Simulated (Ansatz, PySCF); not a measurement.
Species: PbBr$_{2}$, charge 0, multiplicity 1. SMILES: [Pb]([Br])[Br]
Geometry: optimised at B3LYP-D3(BJ)/def2-TZVP (Ansatz, a first-principles code).

Quantity: atomisation energy (electronic, to ground-state atoms), in eV. Correlated levels leave the core frozen unless marked. UHF or UKS for open shells. No spin-orbit coupling. Frozen are the shells of the preceding noble gas and the d and f shells that filled before the atom's block. Past Kr the def2 sets carry scalar-relativistic core potentials. The coupled-cluster limit lacks core correlation, which all-electron functionals hold. Basis-set limits of correlation are two-point, X^-3; Hartree-Fock from the larger set. [CCSD(T)-MP2]/basis is that difference in the basis named.

```csv
level,program,atomisation energy (eV)
HF/def2-SVPD,Ansatz,4.47
HF/def2-TZVPPD,Ansatz,4.54
HF-D3(BJ)/def2-TZVPD,PySCF + dftd3,5.34
BP86-D4/def2-TZVPD,PySCF + dftd4,7.40
```

**Question.** Estimate the value at RI-MP2/CBS(def2-TZVPPD,def2-QZVPPD)+[CCSD(T)-MP2]/def2-TZVPPD as computed with Ansatz.

**Answer.** 6.92 eV, so BP86-D4/def2-TZVPD differs from it by 0.48 eV.
